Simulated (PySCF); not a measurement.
Al(NH2)3.
Z-matrix (Å and degrees, PBE0-D3(BJ)/def2-SVP geometry), rows numbered from 1:
```
Al
N   1  1.7780
H   2  1.0126  1  125.15
H   2  1.0125  1  125.32  3   179.57
N   1  1.7777  2  119.99  3  -177.20
H   5  1.0125  1  125.36  2  -177.61
H   5  1.0126  1  125.14  2     3.21
N   1  1.7781  2  119.92  3     2.97
H   8  1.0127  1  125.04  2     2.19
H   8  1.0124  1  125.49  2  -176.86
```

Theory: TDDFT wB97X-D/def2-SVPD, vertical, gas phase, core orbitals frozen in the response (PySCF 2.14.0, density-fitted response routines).

Computed states:

| state | E (eV) | f |
| --- | --- | --- |
| S1 | 5.71 | 0.0002 |
| S2 | 5.71 | 0.0002 |
| S3 | 6.67 | 0.246 |
| S4 | 7.62 | 0.0001 |
| S5 | 7.63 | 0.0001 |
| S6 | 7.68 | 0.0000 |
| S7 | 7.84 | 0.0035 |
| S8 | 8.03 | 0.129 |
| S9 | 8.03 | 0.129 |
| S10 | 8.07 | 0.0073 |
| S11 | 8.08 | 0.0079 |
| S12 | 8.28 | 0.0000 |
| S13 | 8.37 | 0.0011 |
| S14 | 8.38 | 0.0011 |

Broadening: Gaussians 0.4 eV wide at half height, area fixed by f = 4.319×10⁻⁹ ∫ε dν̃. The width is an assumption, not a result. The curve ends short of the highest state used, and states not computed would add to its high-energy end.

**Question.** Give the broadened spectrum and its maxima.

**Answer.** 
(E (eV), ε (L mol⁻¹ cm⁻¹)): (5.11, 0), (5.17, 0), (5.23, 1), (5.30, 2), (5.36, 4), (5.42, 7), (5.48, 12), (5.54, 19), (5.61, 26), (5.67, 30), (5.73, 31), (5.79, 28), (5.85, 22), (5.92, 16), (5.98, 14), (6.04, 24), (6.10, 68), (6.17, 238), (6.23, 623), (6.29, 1446), (6.35, 2963), (6.41, 5361), (6.48, 9143), (6.54, 12624), (6.60, 15384), (6.66, 16549), (6.72, 15714), (6.79, 12634), (6.85, 9155), (6.91, 5856), (6.97, 3306), (7.03, 1648), (7.10, 625), (7.16, 238), (7.22, 81), (7.28, 28), (7.34, 18), (7.41, 40), (7.47, 107), (7.53, 281), (7.59, 692), (7.65, 1553), (7.72, 3493), (7.78, 6189)

Maxima: 217 nm (5.71 eV), ε about 31, made up of S1 (48%) and S2 (52%); 186 nm (6.67 eV), ε about 17000, made up of S3 (100%) (ε in L mol⁻¹ cm⁻¹; maxima over ε = 5, shares over 10%). At its high-energy end, 7.78 eV, the curve is still rising (ε about 6200, from S8 and S9).

**Question.** On this curve, what absorbance would a 10⁻⁵ mol/L sample give at 222 nm over a 1 cm path?

**Answer.** 222 nm is 5.585 eV, where ε is about 24 L mol⁻¹ cm⁻¹, so A = ε c l ≈ 0.00024 (Beer–Lambert, with the gas-phase spectrum and the assumed width).

**Question.** Coming from long wavelengths, where does ε first pass 100 L mol⁻¹ cm⁻¹?

**Answer.** At about 203 nm (6.12 eV), 0.41 eV above S1.

**Question.** What would ε be at 6.67 eV, the highest of these maxima, with half the width (0.2 eV)?

**Answer.** About 33100 L mol⁻¹ cm⁻¹ against 16600, a factor of about 2.00; a lone state at its own centre would give exactly 2.

All these states lie below the vertical ionisation energy of 9.12 eV (ΔSCF).
